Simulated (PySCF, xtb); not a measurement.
CsBr, SMILES [Cs][Br].

Harmonic wavenumbers (cm⁻¹) from GFN2-xTB run with xtb at its own minimum, in rising order: 123.

Problem. What does PySCF with B3LYP-D3(BJ)/def2-TZVPD give at its own minimum? (Estimate from the structure and the level; the computed values follow.)

Solution. 140. Paired by order, the mean absolute difference is 17 cm⁻¹ and the zero-point energies are 0.2 and 0.2 kcal/mol.
